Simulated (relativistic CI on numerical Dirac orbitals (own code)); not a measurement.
# Spin-allowed bands of a d7 ion in an octahedral site, by hand

Problem. Take Δ = 7000 cm⁻¹ and B = 630 cm⁻¹ for a high-spin d7 ion in an octahedral site. Calculate the three spin-allowed bands.

Working.
1. The terms of highest spin are 4F (energy 0) and 4P (15B = 9450 cm⁻¹). Here the F term splits into A2 at +1.2Δ = 8400, T2 at +0.2Δ = 1400 and T1 at −0.6Δ = -4200 cm⁻¹.
2. The two T1 states mix through the element 0.4Δ: H = [[-4200, 2800], [2800, 9450]], with roots ½(H₁₁ + H₂₂) ∓ ½√[(H₂₂ − H₁₁)² + 4H₁₂²] = ½(5250) ∓ ½(14754) = -4752 and 10002 cm⁻¹.
3. The ground term is 4T1 at -4752 cm⁻¹.
4. Bands: 4T2 6152 cm⁻¹ (1625 nm), 4A2 13152 cm⁻¹ (760 nm), 4T1(P) 14754 cm⁻¹ (678 nm).

Check. Exact diagonalisation of the whole d7 shell with these parameters gives 4T2 6152, 4A2 13152, 4T1 14754 cm⁻¹. The match is exact, since without spin-orbit coupling no other term has this spin. The ratio of the second band to the first, 2.138, depends on Δ/B = 11.1 alone, which is how a Tanabe-Sugano diagram is read.
